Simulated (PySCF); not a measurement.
F₆Os, triplet, geometry from GFN2-xTB (such geometries of metal compounds can be far from the true shape) (core potentials on Os). Base run: HF/def2-SV(P) in PySCF.

Input for PySCF:
```python
from pyscf import gto, scf

mol = gto.M(
    atom='''
Os   -0.000000    0.000000   -0.000000
F     1.103868   -0.422732   -1.384136
F    -1.103868    0.422732    1.384136
F    -1.163739    0.775621   -1.164982
F    -0.860376   -1.591468   -0.200108
F     0.860376    1.591468    0.200108
F     1.163739   -0.775621    1.164982
''',
    basis='def2-sv(p)',
    ecp={'Os': 'def2-sv(p)'},
    charge=0,
    spin=2,
    verbose=4,
)

mf = scf.UHF(mol)
mf.kernel()
mf.analyze()
```

Each row names what was changed in the base input (with any setting that the change needs).

```csv
change,ΔE vs base (mEh),fitting functions,outcome
base,0.000,-,converged
auxbasis = even-tempered beta=2.0,1.097,886,converged
auxbasis = autoaux,1.651,863,converged
auxbasis = even-tempered beta=1.6,0.904,1298,converged
auxbasis = def2-tzvp-ri,-,-,input refused
"exchange = seminumerical (SGX) (with mf = sgx.sgx_fit(mf, auxbasis='def2-universal-jfit'); with mf.with_df.dfj = True)",-0.228,383,converged
auxbasis = cc-pvtz-ri,-,-,input refused
auxbasis = cc-pvtz-jkfit,-,-,input refused
auxbasis = cc-pvdz-jkfit,-,-,input refused
auxbasis = def2-universal-jfit,155.9,383,converged
```

A fitting set is made for a task (jfit for Coulomb, jkfit for Coulomb and exchange, ri for correlation) and for a family of orbital bases.

Open shells are given as the SCF converged; they aren't shown to be the lowest states, and a large step between rows can be another state.

- auxbasis = def2-tzvp-ri: ended with `pyscf.lib.exceptions.BasisNotFoundError: Basis set not found for Os in def2-tzvp-ri`
- auxbasis = cc-pvtz-ri: ended with `pyscf.lib.exceptions.BasisNotFoundError: Basis set not found for Os in cc-pvtz-ri`
- auxbasis = cc-pvtz-jkfit: ended with `pyscf.lib.exceptions.BasisNotFoundError: Basis set not found for Os in cc-pvtz-jkfit`
